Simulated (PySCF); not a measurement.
**Ionisation energy of Ru by level of theory**

Ru [Kr] 4d7 5s1 (5F) → Ru⁺ [Kr] 4d7 (4F), as a difference of total energies. Calculation: PySCF 2.14, in aug-cc-pVDZ-PP with ECP28MDF (5s5p4d2f, 54 functions); a scalar-relativistic core potential. Correlated levels: valence: 4s2 4p6 frozen. The calculations carry no spin-orbit coupling.

Question: Order these methods by the ionisation energy they give, lowest first.
A. PBE
B. SCS-MP2 (valence)
C. UHF
D. MP2 (valence)

Answer: C (6.296 eV), B (6.883 eV), D (7.131 eV), A (7.812 eV).

Errors of the correlated levels include the incompleteness of this basis and the frozen core.

For comparison: 7.365 eV (measured; NIST levels, between the centres of gravity of the two terms).
